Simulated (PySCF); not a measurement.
How strong are the bonds of `C[CH2][Al]([Cl])[CH2]C` (C4H10AlCl)?

System: `C[CH2][Al]([Cl])[CH2]C` (C4H10AlCl). Optimised structure (Å), atoms numbered from 1:
```
C     2.6359   -0.5950    0.7182
C     1.3541   -0.3741   -0.0811
Al   -0.1449    0.5153    0.8071
Cl    0.2102    1.4410    2.6851
C    -1.9453    0.6594    0.0578
C    -2.1489   -0.0034   -1.3053
H     3.0352    0.3486    1.1213
H     3.4310   -1.0549    0.1084
H     2.4671   -1.2566    1.5825
H     0.9717   -1.3328   -0.4813
H     1.5628    0.2271   -0.9886
H    -2.6584    0.2560    0.8007
H    -2.1912    1.7368    0.0056
H    -1.9469   -1.0864   -1.2731
H    -1.4790    0.4188   -2.0721
H    -3.1789    0.1188   -1.6790
```

Computed at M06/ma-def2-SVP // PBE0-D3(BJ)/def2-SVP with PySCF (density fitting, grid level 3). Zero-point and thermal terms (298.15 K, 1 bar) come from unscaled GFN2-xTB harmonic frequencies, with soft modes damped to free rotors in the entropy. These were taken at the GFN2-xTB minima.

| bond | r / Å | radicals | BDE(298 K) / eV | BDFE / eV | D₀ / eV | Dₑ / eV |
| --- | --- | --- | --- | --- | --- | --- |
| C2–Al3 | 1.956 | `[CH2]C` + `C[CH2][Al][Cl]` | 3.32 | 2.74 | 3.28 | 3.44 |
| C1–C2 | 1.527 | CH3• + `[CH2][Al]([Cl])[CH2]C` | 3.59 | 3.07 | 3.52 | 3.86 |
| C2–H | 1.107 | `C[CH][Al]([Cl])[CH2]C` + H• | 3.91 | 3.55 | 3.85 | 4.20 |
| C1–H | 1.101 | `[CH2][CH2][Al]([Cl])[CH2]C` + H• | 4.16 | 3.79 | 4.09 | 4.49 |
| Al3–Cl4 | 2.123 | `C[CH2][Al][CH2]C` + Cl• | 5.31 | 4.85 | 5.28 | 5.38 |

Homolysis to relaxed radicals in the gas phase; the table need not hold every single bond outside rings.

Weakest of these: C2–Al3 (3.32 eV); strongest: Al3–Cl4 (5.31 eV).

Caveats: ma-def2-SVP is a small basis, whose errors can reach tens of kJ/mol; spin-orbit coupling is left out of the energies, which matters for open shells on the heavier atoms.
